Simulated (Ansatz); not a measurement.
Consider the cleavage of the Sn–B bond: `F[SiH2][BH][SnH3]` + `NCF` → `FC[NH][SnH3]` + `B[SiH2]F`.

Computed with Ansatz on PBE0-D4/def2-TZVP structures; ΔE is electronic, products minus reactants. CCSD(T)/CBS is the MP2 limit (def2-TZVPP, def2-QZVPP) plus CCSD(T) − MP2 in def2-TZVPP, frozen cores. Functionals use def2-TZVPP. B3LYP here is the variant with VWN-RPA as its local correlation; programs differ in this. Elements past krypton have def2 core potentials. For Sn outer-core shells are correlated without core-valence functions, which leaves a few kJ/mol of doubt a bond. One conformer a species, not always the lowest.

`F[SiH2][BH][SnH3]`:

```xyz
10

F     2.052   -1.190   -0.183
Si    1.817    0.364    0.159
B    -0.116    0.849    0.188
Sn   -1.761   -0.627   -0.218
H     2.439    0.621    1.488
H     2.535    1.157   -0.878
H    -0.398    1.985    0.436
H    -1.691   -1.895    0.925
H    -1.553   -1.321   -1.765
H    -3.325    0.058   -0.151
```

`NCF`:

Cartesian coordinates in Å:
```
N 0.108 -0.749 0.474
C -0.217 0.282 -0.419
F 0.399 1.508 -0.116
H 1.093 -0.974 0.471
H -0.196 -0.560 1.419
H 0.105 0.022 -1.429
H -1.292 0.471 -0.401
```

`FC[NH][SnH3]`:

Cartesian coordinates in Å:
```
F 0.531 0.654 1.897
C 0.998 -0.333 0.998
N 0.008 -0.810 0.133
Sn -0.877 0.497 -1.163
H 1.400 -1.133 1.626
H 1.806 0.148 0.439
H -0.630 -1.441 0.597
H -1.638 -0.478 -2.336
H 0.422 1.396 -1.798
H -2.021 1.501 -0.392
```

`B[SiH2]F`:

Cartesian coordinates in Å:
```
B -0.779 0.365 -0.842
Si 0.514 -0.241 0.558
F -0.121 -0.316 2.032
H -1.919 0.646 -0.624
H -0.388 0.453 -1.970
H 1.672 0.694 0.621
H 1.022 -1.601 0.224
```

| level | ΔE (kJ/mol) |
| --- | --- |
| PBE-D4 | 21.8 |
| ωB97M-V | 10.8 |
| r2SCAN | 15.8 |
| B3LYP | 11.9 |
| MP2/def2-TZVPP | 7.3 |
| HF/def2-QZVPP | 2.8 |
| SCS-MP2/def2-QZVPP | 3.3 |
| MP2/CBS(def2) | 7.3 |

(1) What does CCSD(T)/CBS give? (Estimate.)

Largest T1 diagnostic among the species: 0.014.

## Answers

(1) The calculation gave: +11.3 kJ/mol. The listed levels differ from it by 10.5, -0.5, 4.5, 0.6, -4.0, -8.5, -8.0, -4.0 kJ/mol.

In def2-TZVPP, CCSD(T) changes the Hartree–Fock value by +7.1 kJ/mol (the triples alone add −0.4 kJ/mol) and MP2 by +3.1 kJ/mol.
